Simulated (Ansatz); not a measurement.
The first iterations of a band of C2H7BO + ClH (13 atoms, charge 0, multiplicity 1).

Method: RKS r2SCAN-D4/def2-SVP (Ansatz).

| Item | Value |
| --- | --- |
| movable images | 7 |
| climbing image | yes |
| spring | 5.0 eV/Å² |
| optimiser | quadratic models (default) |
| start path | through a guess of the saddle point |
| force threshold | 0.05 eV/Å |
| iteration limit | 6 |
| end points | relaxed |

Initial state:

```xyz
13
Properties=species:S:1:pos:R:3
B -0.017 -0.202 0.200
O 1.057 0.618 0.480
C -0.981 0.269 -0.944
C -0.230 -1.531 1.018
H 1.495 2.037 -0.541
Cl 1.736 3.010 -1.384
H 1.612 0.301 1.205
H -1.299 -0.565 -1.590
H -1.907 0.661 -0.484
H -0.556 1.072 -1.565
H 0.438 -1.659 1.886
H -1.272 -1.615 1.369
H -0.076 -2.396 0.349
```

Final state:

```xyz
13
Properties=species:S:1:pos:R:3
B 0.231 -0.045 -0.208
O 0.525 1.236 0.925
C -1.031 0.463 -1.025
C 0.120 -1.335 0.712
H 0.779 1.995 0.370
Cl 1.836 0.033 -1.191
H 1.350 0.981 1.376
H -1.269 -0.269 -1.814
H -1.927 0.554 -0.387
H -0.870 1.427 -1.538
H 1.025 -1.534 1.312
H -0.746 -1.284 1.394
H -0.025 -2.222 0.073
```

| iteration | highest image above the first end (eV) | largest band force component (eV/Å) |
| --- | --- | --- |
| 1 | 2.113 | 11.064 |
| 2 | 0.870 | 3.452 |

Problem. Does the band converge within its limit, and where does its top end?

Solution. It did not converge within its limit. It ended after 6 iterations with the highest image 0.704 eV above the first end. The band didn't meet its force threshold, so its energies are provisional: the largest band force was still 1.20 eV/Å, and over the last iterations the top moved between 0.70 and 0.92 eV. The orbitals stay closed-shell, which can raise the energy where a bond breaks towards radicals; this wasn't checked here.

Run time: 2.5 min on 4 threads of Arm Neoverse N1, on a shared host, peak memory 0.19 GiB.
